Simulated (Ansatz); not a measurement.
Sn8. Total charge 0; singlet. Geometry PBE-D4/def2-SVP; atoms count from 1.

```
atom   x (Å)   y (Å)   z (Å)
 Sn1  -2.008   1.624   0.393
 Sn2  -0.042  -1.569   0.012
 Sn3   2.613  -0.680   1.060
 Sn4   2.048  -0.697  -1.930
 Sn5   1.119   1.734  -0.200
 Sn6  -2.815  -1.154   0.490
 Sn7  -0.026   0.369   2.440
 Sn8  -0.889   0.372  -2.266
```

In the def2 sets Sn takes a core potential; there is no spin–orbit coupling. A triplet lies near this restricted singlet, and broken spin symmetry wasn't tried. The structure comes from a short search, and lower isomers may exist.

Estimate the Mulliken populations from the PBE0/def2-TZVP orbitals of Ansatz.


```csv
atom,charge (e)
Sn1,-0.03
Sn2,-0.03
Sn3,0.00
Sn4,0.00
Sn5,-0.01
Sn6,0.07
Sn7,0.01
Sn8,0.00
```
Mulliken values and Mayer orders depend strongly on the basis.

And the Mayer bond orders between bonded heavy atoms (over 0.3)?

Sn1–Sn5 0.45 (3.18 Å); Sn1–Sn6 0.88 (2.89 Å); Sn1–Sn7 0.58 (3.11 Å); Sn1–Sn8 0.55 (3.14 Å); Sn2–Sn3 0.55 (2.99 Å); Sn2–Sn4 0.55 (2.98 Å); Sn2–Sn6 0.77 (2.84 Å); Sn2–Sn7 0.49 (3.11 Å); Sn2–Sn8 0.49 (3.11 Å); Sn3–Sn4 0.70 (3.04 Å); Sn3–Sn5 0.52 (3.11 Å); Sn3–Sn7 0.57 (3.16 Å); Sn4–Sn5 0.51 (3.12 Å); Sn4–Sn8 0.58 (3.14 Å); Sn5–Sn7 0.50 (3.18 Å); Sn5–Sn8 0.51 (3.19 Å). Values over 0.3 also appear between atoms too far apart for a bond (Sn6–Sn8 0.30 at 3.69 Å); they arise where an orbital or an unpaired electron spreads over both atoms.
